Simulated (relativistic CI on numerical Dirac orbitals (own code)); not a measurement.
Method of calculation: Dirac-Coulomb-Breit CI, KLI orbitals optimised for each configuration, QED by a radiative potential, unscaled Slater integrals (own radial code, finite nucleus).

CI space (outside the closed core [Ar] 3d10): 4s2 4p6 4d, 4s2 4p6 4f, 4s2 4p5 4d2, 4s 4p6 4d2, 4s2 4p5 4d 4f, 4s 4p6 4d 4f, 4s2 4p6 5s, 4s2 4p6 5p, 4s2 4p6 5d, 4s2 4p5 4d 5s, 4p6 4d2 4f, 4s2 4p6 5f, 4s2 4p5 4d 5p, 4s 4p6 4f 5s, 4s2 4p6 5g, 4s 4p6 4d 5s, 4s2 4p5 4d 5d, 4s2 4p6 6s, 4p6 4d3, 4p5 4d4, 4p5 4d3 4f, 4p6 4d 4f2, 4p6 4f3, 4p5 4d2 4f2, 4p5 4d 4f3, 4p6 4f2 5s, 4s 4p6 4f2, 4s 4p5 4f3, 4s 4p6 4f 5p, 4s 4p5 4f2 5p, 4p6 4f2 5p. Double excitations out of closed p, d and f shells are left out; levels of such configurations are missing from the list, as are those of other unlisted configurations, and high levels can miss mixing partners. These lack a partner that the ground configuration has and come out too high: 4s2 4p5 4d 5s, 4s2 4p5 4d 5p, 4s2 4p5 4d 5d, 4s2 4p6 5d, 4s2 4p6 5f.

At this charge energies of transitions that change n are usually good to better than 1 %, and those within a shell (Δn = 0) to a few per cent.

Outline of the computed level scheme of Lu XXXV. Lowest level of each configuration: 4s2 4p6 4d 2D_3/2 at 0.000 eV; 4s2 4p5 4d2 4D°_1/2 at 141.281 eV; 4s2 4p6 4f 2F°_5/2 at 201.488 eV.

Some strong electric-dipole decays among the lowest 45 levels: 4s2 4p5 4d2 2D°_3/2 → 4s2 4p6 4d 2D_3/2 (3.3e+12 s⁻¹); 4s2 4p5 4d2 2P°_1/2 → 4s2 4p6 4d 2D_3/2 (1.8e+12 s⁻¹); 4s2 4p5 4d2 2F°_5/2 → 4s2 4p6 4d 2D_3/2 (1.6e+12 s⁻¹); 4s2 4p5 4d2 2P°_1/2 → 4s2 4p6 4d 2D_3/2 (6.6e+11 s⁻¹); 4s2 4p5 4d2 2D°_5/2 → 4s2 4p6 4d 2D_5/2 (5.7e+11 s⁻¹); 4s2 4p5 4d2 2P°_3/2 → 4s2 4p6 4d 2D_5/2 (5.3e+11 s⁻¹); 4s2 4p6 4f 2F°_5/2 → 4s2 4p6 4d 2D_3/2 (5.0e+11 s⁻¹); 4s2 4p6 4f 2F°_7/2 → 4s2 4p6 4d 2D_5/2 (4.3e+11 s⁻¹).

LS names give the leading component of a level, which can be under half, so a name can repeat, a term be missing and a line seem to break the LS rules.
